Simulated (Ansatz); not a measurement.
`C[CH](C)[Ge][NH2]` + H₂ → `[NH2][GeH]` + `CCC` at 600 K and 1 bar (hydrogenolysis of a Ge–C bond).

Calculated with Ansatz (gas phase, PBE0-D4/def2-TZVP geometries, no zero-point term in ΔE). CBS: MP2 limit from def2 TZ/QZ plus the TZ coupled-cluster correction, frozen cores. This one scheme is used for every species. For Ge outer-core shells are correlated without core-valence functions, which leaves a few kJ/mol of doubt a bond. Scalar relativity is left out up to krypton. One conformer a species, not always the lowest.

```json
{"species": "`C[CH](C)[Ge][NH2]`", "CCSD(T)/CBS energy (Eh)": "-2250.39816", "H − E (kJ/mol)": "382.5", "S (J/(mol·K))": "476.4"}
{"species": "H₂", "CCSD(T)/CBS energy (Eh)": "-1.17544", "H − E (kJ/mol)": "43.9", "S (J/(mol·K))": "150.8"}
{"species": "`[NH2][GeH]`", "CCSD(T)/CBS energy (Eh)": "-2132.60664", "H − E (kJ/mol)": "115.5", "S (J/(mol·K))": "302.3"}
{"species": "`CCC`", "CCSD(T)/CBS energy (Eh)": "-118.98051", "H − E (kJ/mol)": "315.9", "S (J/(mol·K))": "335.6"}
```

H − E and S are ideal-gas, rigid-rotor, harmonic terms from PBE0-D4/def2-TZVP, for one conformer and one mirror image of each species. For small species the MP2-based limit differs from directly extrapolated CCSD(T) by up to some mEh (0.8 for H₂); such offsets cancel only in part. 1 Eh = 2625.50 kJ/mol, R = 8.31446 J/(mol·K).

By hand: ΔE, ΔH, ΔS and ΔG.

ΔE = (-2132.60664) + (-118.98051) − (-2250.39816) − (-1.17544) = -0.01355 Eh = -35.6 kJ/mol. Δ(H − E) = 115.5 + 315.9 − 382.5 − 43.9 = 5.0, so ΔH = -30.6 kJ/mol. ΔS = 302.3 + 335.6 − 476.4 − 150.8 = 10.7 J/(mol·K). ΔG = -30.6 − 600 × (10.7)/1000 = -37.0 kJ/mol.

By hand: the equilibrium constant, and the temperature at which ΔG would vanish if ΔH and ΔS stayed fixed.

log₁₀ K = −ΔG/(RT ln 10) = 3.2. ΔH and −TΔS have one sign here, so there is no such temperature.

The number of gas molecules stays the same, so ΔS is small and ΔH decides. A doubt of 5 kJ/mol in ΔE shifts log₁₀ K by 0.4 here. Other conformers and mirror images would add mixing entropy, several J/(mol·K) or more a flexible species. Modes under 60 cm⁻¹, often nearly free rotors, make the harmonic entropy too high. These are equilibria of isolated gas molecules and say nothing of rates. Largest T1 diagnostic: 0.015 (customary marks: 0.02 for closed shells, 0.045 for open ones).

ΔS is within the doubt of such terms, so its sign, and with it that verdict, could turn.
